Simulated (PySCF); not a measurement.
Species: C₆H₄F₃ (charge +1).
Numbering: `[CH3:1][c+:2]1[cH:3][c:4]1[C:5]([F:6])=[C:7]([F:8])[F:9]` (hydrogens: H10, H11, H12 on C1; H13 on C3)

Structure optimised with GFN2-xTB, isolated species.

Question: List the bond lengths, angles and torsions at this level.

Answer: 
```json
{"bond": "C1–C2", "length (Å)": "1.429"}
{"bond": "C2–C3", "length (Å)": "1.376"}
{"bond": "C3–C4", "length (Å)": "1.387"}
{"bond": "C4–C5", "length (Å)": "1.399"}
{"bond": "C5–F6", "length (Å)": "1.334"}
{"bond": "C5=C7", "length (Å)": "1.365"}
{"bond": "C7–F8", "length (Å)": "1.287"}
{"bond": "C7–F9", "length (Å)": "1.300"}
{"bond": "C2–C4", "length (Å)": "1.414"}
{"bond": "C1–H10, C1–H11, C1–H12", "length (Å)": "1.093"}
{"bond": "C3–H13", "length (Å)": "1.068"}
```

Bonds in one row agree within 0.01 Å and their mean is given. A selection of angles:
```json
{"angle": "C2–C1–H10", "degrees": "112.4"}
{"angle": "C2–C1–H11", "degrees": "110.0"}
{"angle": "H10–C1–H11", "degrees": "110.8"}
{"angle": "H10–C1–H12", "degrees": "109.3"}
{"angle": "H11–C1–H12", "degrees": "104.9"}
{"angle": "C1–C2–C3", "degrees": "151.6"}
{"angle": "C1–C2–C4", "degrees": "148.8"}
{"angle": "C3–C2–C4", "degrees": "59.6"}
{"angle": "C2–C3–C4", "degrees": "61.5"}
{"angle": "C2–C3–H13", "degrees": "151.1"}
{"angle": "C4–C3–H13", "degrees": "147.3"}
{"angle": "C3–C4–C5", "degrees": "151.9"}
{"angle": "C2–C4–C3", "degrees": "58.9"}
{"angle": "C2–C4–C5", "degrees": "149.2"}
{"angle": "C4–C5–F6", "degrees": "117.3"}
{"angle": "C4–C5–C7", "degrees": "123.6"}
{"angle": "F6–C5–C7", "degrees": "119.1"}
{"angle": "C5–C7–F8", "degrees": "125.0"}
{"angle": "C5–C7–F9", "degrees": "121.8"}
{"angle": "F8–C7–F9", "degrees": "113.2"}
```

Torsions: C3–C4–C5–F6 180° (antiperiplanar); C4–C5–C7–F8 180° (antiperiplanar). The mirror-image conformer, all signs reversed, is as good.

Of the pairs four or more bonds apart, C3···F9 is among the closest relative to their van der Waals radii: 3.29 Å, 104 % of the sum of Bondi's values. The 3-membered ring C2–C3–C4 has internal angles of 58.9° to 61.5°. C4 (unsaturated ring carbon) has angles 151.9°, 149.2° and 58.9°, sum 360.0°, 0.00 Å off the plane of its three neighbours. The 9 heavy atoms lie in one plane (0.002 Å rms). C3 (unsaturated ring CH carbon) has angles 151.1°, 147.3° and 61.5°, sum 360.0°, 0.00 Å off the plane of its three neighbours. C7 (=CF2 carbon) is planar (angles 125.0°, 121.8° and 113.2°, sum 360.0°, 0.00 Å off the plane of its three neighbours). C2 (unsaturated ring carbon) has angles 151.6°, 148.8° and 59.6°, sum 360.0°, 0.00 Å off the plane of its three neighbours.

Point group: near Cs, missed by 0.24 Å at most; the miss may be what the optimiser left on a soft mode. Whether it is a minimum is left open (no frequencies).

The numbers are calculated, not measured.
